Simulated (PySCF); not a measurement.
Start geometry of `C[Si@H](O)C#N` from a GFN2-xTB structure with every atom displaced at random (by about 0.01 Å) (Å):
```
atom  x, y, z in Å
C1    -1.3533   -0.4207   -0.2233
Si2    0.2638    0.2656    0.4198
O3     0.4743    1.6904   -0.3362
C4     1.6678   -0.9208   -0.0682
N5     2.4661   -1.6583   -0.3670
H6    -2.1917    0.2851    0.0158
H7    -1.5917   -1.3664    0.2059
H8    -1.3395   -0.5036   -1.3132
H9     0.3627    0.4044    1.8970
H10    1.2922    2.2034   -0.2516
```

Task: What comes out of this run: PBE0-D3(BJ)/def2-SVP geometry optimisation, gas phase in PySCF?

Result: 
```
atom  x, y, z in Å
C1    -1.4311   -0.1426    0.0552
Si2    0.3652    0.2065    0.3296
O3     0.7480    1.6164   -0.4530
C4     1.3702   -1.1865   -0.4163
N5     1.9906   -2.0469   -0.8855
H6    -2.0440    0.6601    0.4928
H7    -1.7196   -1.0972    0.5200
H8    -1.6469   -0.1976   -1.0222
H9     0.7582    0.2382    1.7666
H10    1.6584    1.9237   -0.4095
```

The energy falls by 14.2 kJ/mol over 11 energy and gradient evaluations, the largest force component goes from 0.0721 to 3.9e-04 Eh/bohr, and the atoms move by 0.047 Å rms after alignment. The bond that changes most is C1–H7 (Si-methyl carbon to methyl hydrogen), which lengthens by 0.035 Å. Bonds longer at the end by more than 0.005 Å: 4 of 9; shorter: 4. Among the angles that change most is Si2–O3–H10, from 122.2° to 118.0°. Rotational constants go from 6068, 2810, 2153 to 5945, 2846, 2149 MHz. The orientation of the end geometry is arbitrary; only internal coordinates are fixed.

The run used 99 basis functions and 74 SCF cycles in all. Time: 37 s wall; peak memory 0.41 GiB. Hardware: one thread, Arm Neoverse V1 (aarch64), no GPU, shared host with 32 logical CPUs at a one-minute load of 28.

Whether it is a minimum is left open (no frequencies). The numbers are those of one conformer.
